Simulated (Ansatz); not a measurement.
`[OH][GeH2][SiH3]` + `[OH][MgH]` → `[MgH][O][SiH3]` + `[OH][GeH3]` at 400 K and 1 bar (cleavage of the Si–Ge bond).

Program: Ansatz. Geometries: PBE0-D4/def2-TZVP. ΔE: electronic, gas phase. CCSD(T)/CBS is the MP2 limit (def2-TZVPP, def2-QZVPP) plus CCSD(T) − MP2 in def2-TZVPP, frozen cores. For Ge, Mg outer-core shells are correlated without core-valence functions, which leaves a few kJ/mol of doubt a bond. Scalar relativity is left out up to krypton. One conformer a species, not always the lowest.

```csv
species,CCSD(T)/CBS energy (Eh),H − E (kJ/mol),S (J/(mol·K))
`[OH][GeH2][SiH3]`,-2443.98216,172.6,368.1
`[OH][MgH]`,-276.29839,65.5,270.8
`[MgH][O][SiH3]`,-566.62487,116.3,327.8
`[OH][GeH3]`,-2153.69723,116.2,291.7
```

H − E and S are ideal-gas, rigid-rotor, harmonic terms from PBE0-D4/def2-TZVP, for one conformer and one mirror image of each species. 1 Eh = 2625.50 kJ/mol, R = 8.31446 J/(mol·K).

Q: By hand: ΔE, ΔH, ΔS and ΔG.

A: ΔE = (-566.62487) + (-2153.69723) − (-2443.98216) − (-276.29839) = -0.04155 Eh = -109.1 kJ/mol. Δ(H − E) = 116.3 + 116.2 − 172.6 − 65.5 = -5.6, so ΔH = -114.7 kJ/mol. ΔS = 327.8 + 291.7 − 368.1 − 270.8 = -19.4 J/(mol·K). ΔG = -114.7 − 400 × (-19.4)/1000 = -106.9 kJ/mol.

Q: By hand: the equilibrium constant, and the temperature at which ΔG would vanish if ΔH and ΔS stayed fixed.

A: log₁₀ K = −ΔG/(RT ln 10) = 14.0. ΔG = 0 at ΔH/ΔS = 5912 K, far beyond where these terms or the molecules hold.

ΔH outweighs TΔS. A doubt of 5 kJ/mol in ΔE shifts log₁₀ K by 0.7 here. Other conformers and mirror images would add mixing entropy, several J/(mol·K) or more a flexible species. These are equilibria of isolated gas molecules and say nothing of rates. Largest T1 diagnostic: 0.012 (customary marks: 0.02 for closed shells, 0.045 for open ones).
